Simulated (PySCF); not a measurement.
**Electron correlation in B(3+) (boron, charge +3)**

1s2, closed-shell 1S. Computed with PySCF 2.14 in x2c-TZVPPall (5s3p2d1f, 31 functions), with the spin-free X2C one-electron Hamiltonian (Gaussian nucleus). Frozen: nothing; 2 electrons correlated.

With two correlated electrons CCSD is exact within the correlated space (frozen core and kept virtual orbitals).

| level | correlation energy (mhartree) |
| --- | --- |
| CCSD | -14.90 |

Diagnostics: T1 = 0.00046, D1 = 0.0006, largest double amplitude 0.016.

Question: Is a single reference adequate?

Answer: Yes: T1 lies below 0.03 and no double amplitude reaches 0.07.

This basis was not built for core-valence correlation, so the inner-shell part is incomplete.
